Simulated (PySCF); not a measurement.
A structure optimised at B3LYP-D3(BJ)/def2-TZVP, used in a PySCF frequency run:

```
Ge
H 1 1.5387
H 1 1.5387 2 108.58
H 1 1.5434 2 108.24 3 117.29
Si 1 2.3835 2 109.78 4 122.69
H 5 1.4861 1 112.93 2 177.35
H 5 1.4861 6 109.26 1 -126.57
```
Charge 0, spin multiplicity 2.

Problem. Write its SMILES, formula and point group.

Solution. [SiH2][GeH3], GeH5Si, Cs

Problem. What are its rotational constants (standard atomic weights)?

Solution. 50.626, 3.7704, 3.7087 GHz
